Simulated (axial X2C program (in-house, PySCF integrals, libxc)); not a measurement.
# What spin–orbit coupling does to SeF⁺

Computed with an in-house relativistic program for diatomic molecules. Spin-free means the one-electron spin-free X2C Hamiltonian; two-component (2c) means X2C with spin–orbit coupling and atomic mean-field two-electron Coulomb and Gaunt terms, so the difference of the two also holds small scalar two-electron terms. Basis: Se dyall-v3z [8s9p6d1f], F dyall-v3z [6s5p2d1f] (cores contracted in-house); Gaussian nuclei, density fitting, unrestricted open shells. Masses: Se 79.917 u, F 18.998 u.

Spin-free state: M_S = 1, Λ = 0 (beyond evenly filled blocks: π+α, π-α); fragments Se+ + F.

| level | Re (Å) | ωe (cm⁻¹) | De (eV) | μ (D) |
| --- | --- | --- | --- | --- |
| PBE0 | 1.660 | 835.6 | 3.362 | -1.88 |
| TPSS | 1.683 | 790.7 | 3.706 | -1.73 |
| B3LYP | 1.674 | 808.0 | 3.485 | -1.93 |

Dipoles are positive if F is the positive end and refer to the centre of mass.

Two-component determinant lowest at the distance of the search:

Ω = 1 (⟨Sz⟩ = 1.00, ⟨Lz⟩ = 0.00 at PBE0); fragments Se+ + F.

| level | Re (Å) | ωe (cm⁻¹) | De (eV) | μ (D) |
| --- | --- | --- | --- | --- |
| PBE0 | 1.660 | 834.5 | 3.343 | -1.88 |
| TPSS | 1.684 | 789.7 | 3.688 | -1.73 |
| B3LYP | 1.675 | 806.8 | 3.458 | -1.93 |

Task: From the two tables, how do the constants change at the PBE0 level (2c against spin-free)?

Result: At the PBE0 level Re stays the same within 0.001 Å and ωe goes down by 1.1 cm⁻¹; De is not compared, since the atomic limits differ or miss part of their spin–orbit lowering.

Occupations by symmetry block were frozen at the best pattern of an incomplete PBE0 search. Dissociation energies refer to the lowest single-determinant-based atoms at the same level and basis. Density functionals use the spin component along the axis (collinear). The 2c atoms are single determinants rather than J levels; their spin–orbit lowering is only partly caught, and De is too large by that part. This holds for PBE0, TPSS, B3LYP. Without a current term, density functionals place determinants with orbital angular momentum somewhat too high. With several unpaired electrons one determinant need not be a pure state. Open-shell Ω = 0 determinants with evenly filled partner blocks cannot be reached by this program, so the Ω shown need not be the lowest component. This is the Ω = 1 component of a π² triplet; the 0⁺ component is not one determinant and can lie lowest.
